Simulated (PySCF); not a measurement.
## Static response to an electric field

Species: C₆H₁₁P.
Structure used (GFN2-xTB), in Å, numbered top down from 1:
```
atom  x, y, z in Å
C1     4.4754   -0.6649   -0.1106
C2     3.5049    0.0427   -0.0532
P3     2.1323    1.1246    0.1969
C4     0.7883   -0.1552   -0.0239
C5    -0.5829    0.5048   -0.1296
C6    -1.6988   -0.5270   -0.2762
C7    -3.0686    0.1320   -0.3803
H8     5.3106   -1.2966   -0.2022
H9     2.1090    1.5706   -1.1385
H10    0.9984   -0.7598   -0.9109
H11    0.8191   -0.8163    0.8482
H12   -0.7647    1.1097    0.7629
H13   -0.5979    1.1780   -0.9917
H14   -1.5159   -1.1307   -1.1684
H15   -1.6835   -1.1986    0.5854
H16   -3.1099    0.7912   -1.2447
H17   -3.2770    0.7215    0.5100
H18   -3.8475   -0.6196   -0.4848
```

Level: CAM-B3LYP/def2-SVPD (PySCF), static field, nuclei fixed, core orbitals frozen in the response. The polarisability tensor in these axes (au):

```
x   129.31  -9.09   0.76
y    -9.09  88.88   0.59
z     0.76   0.59  75.54
```

Task: What are the eigenvalues, a third of the trace, and Δα (Δα² = ½Σ(αi − αj)² over the three pairs)?

Result: Principal values 75.49, 86.97 and 131.26 au; mean 97.91 au = 14.51 Å³ = 16.14 × 10⁻⁴⁰ C²·m²/J; Δα = 51.01 au (52 % of the mean).

Task: What is the dipole moment, and where does it point?

Result: (-0.95, -0.84, -0.59) D, 1.40 D in size, pointing from the negative to the positive side. Measured along this direction, the outermost atoms are H8 at the negative end and H18 at the positive end.

Task: Rayleigh depolarisation ratio (linearly polarised light, static tensor)?

Result: ρ = 3Δα²/(45ᾱ² + 4Δα²) = 7806.2/(431368 + 10408.3) = 0.0177.

Task: Give the eigenvalues of the traceless quadrupole moment Θ = ½Σq(3rr − r²1), origin at the centre of nuclear charge.

Result: -6.12, 0.55, 5.57 D·Å. The values depend on the origin, since the dipole doesn't vanish. The electronic extent ⟨r²⟩ about the same centre is 1640 bohr², a root-mean-square distance of 2.72 Å for the 62 electrons.

Task: In TDDFT the mean static polarisability is Σ f/ω² over all singlet excitations (ω in hartree). How much of it do the 8 lowest give? Their energies (eV) and oscillator strengths: 5.55, 0.0183; 6.17, 0.0341; 6.60, 0.0181; 6.65, 0.0090; 6.98, 0.1202; 7.35, 0.0778; 7.61, 0.0347; 7.67, 0.0764.

Result: They add up to 5.86 au, 6.0 % of the 97.91 au; the largest single term is 1.82 au, from the state at 6.98 eV. Terms in order: 0.44, 0.66, 0.31, 0.15, 1.82, 1.07, 0.44, 0.96 au. Higher excitations give the rest. The strengths listed sum to 0.389.

Geometry: GFN2-xTB, one conformer, isolated molecule.
